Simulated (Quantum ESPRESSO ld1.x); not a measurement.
Values are calculated unless marked as measured or tabulated.
Hf27+, configuration [Kr] 4d9. Code: ld1.x of Quantum ESPRESSO 7.5. Model: scalar-relativistic Kohn-Sham, LDA (Slater exchange, VWN5 correlation), spin-unpolarised, spherical densities, point nucleus.

Unscreened Slater integrals over Kohn-Sham orbitals (eV).

\begin{tabular}{lr}
integral & value \\ \hline
F0(4d,4d) & 52.377 \\
F2(4d,4d) & 26.786 \\
F4(4d,4d) & 18.185 \\
F0(4d,4p) & 52.753 \\
F2(4d,4p) & 27.168 \\
G1(4d,4p) & 34.060 \\
G3(4d,4p) & 21.702 \\
F0(4d,4s) & 53.731 \\
G2(4d,4s) & 26.934 \\
F0(4d,3d) & 67.696 \\
F2(4d,3d) & 18.927 \\
F4(4d,3d) & 9.3360 \\
G0(4d,3d) & 6.0003 \\
G2(4d,3d) & 7.5501 \\
G4(4d,3d) & 5.9251 \\
F0(4d,3p) & 66.197 \\
F2(4d,3p) & 19.141 \\
G1(4d,3p) & 4.4287 \\
G3(4d,3p) & 4.7066 \\
F0(4p,4p) & 53.252 \\
F2(4p,4p) & 27.876 \\
F0(4p,4s) & 54.240 \\
G1(4p,4s) & 36.777 \\
F0(4p,3d) & 67.891 \\
F2(4p,3d) & 18.679 \\
G1(4p,3d) & 5.9945 \\
G3(4p,3d) & 6.0213 \\
F0(4p,3p) & 66.859 \\
F2(4p,3p) & 20.017 \\
G0(4p,3p) & 5.3232 \\
G2(4p,3p) & 6.3877 \\
F0(4s,4s) & 55.320 \\
F0(4s,3d) & 69.770 \\
G2(4s,3d) & 6.2947 \\
F0(4s,3p) & 68.690 \\
G1(4s,3p) & 6.5793 \\
F0(3d,3d) & 131.04 \\
F2(3d,3d) & 66.712 \\
F4(3d,3d) & 42.903 \\
F0(3d,3p) & 122.73 \\
F2(3d,3p) & 59.103 \\
G1(3d,3p) & 65.094 \\
G3(3d,3p) & 42.821 \\
F0(3p,3p) & 117.84 \\
F2(3p,3p) & 59.096 \\
\end{tabular}

Derived for the open shells (J is the average intra-shell exchange parameter used in DFT+U). 4d: Racah B = F2/49 - 5 F4/441 = 0.3405 eV, C = 35 F4/441 = 1.443 eV, C/B = 4.24, F4/F2 = 0.679, J = (F2 + F4)/14 = 3.212 eV.
